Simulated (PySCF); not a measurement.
SnCl3, SMILES [Cl][Sn-]([Cl])[Cl], charge -1.

The structure is a stationary point at r2SCAN-D4/def2-SVPD. The isomer is the one that the SMILES or the coordinates give; other isomers of the formula were not compared. The def2 effective core potentials stand for the cores of Sn; spin–orbit coupling is left out.

Two levels are set side by side: PBE/def2-TZVPD (PySCF) and HF/def2-TZVPD (PySCF). Same geometry, gas phase. Differences are taken from unrounded values.

```csv
quantity,HF
orbital gap (eV),9.36
highest occupied level (eV),-5.04
lowest empty level (eV),4.32
mean polarisability (bohr³),99.4
```

### Question
What does PBE give, and how far is it from HF? (Estimate from the structure and the level; the computed values follow.)

### Answer

```tsv
quantity	PBE	PBE minus HF
orbital gap (eV)	4.30	-5.06
highest occupied level (eV)	-1.94	3.10
lowest empty level (eV)	2.36	-1.96
mean polarisability (bohr³)	112.7	13.3
```

PBE's occupied levels lie high since its potential decays too fast outside the molecule; exact exchange lowers them and widens the gap. PBE's more diffuse valence density responds more strongly to a field. Differences between two approximate levels are no errors against the true value.

Rough cost on one machine, each run with all the roots and properties that it gave: HF against PBE within a factor of 2.
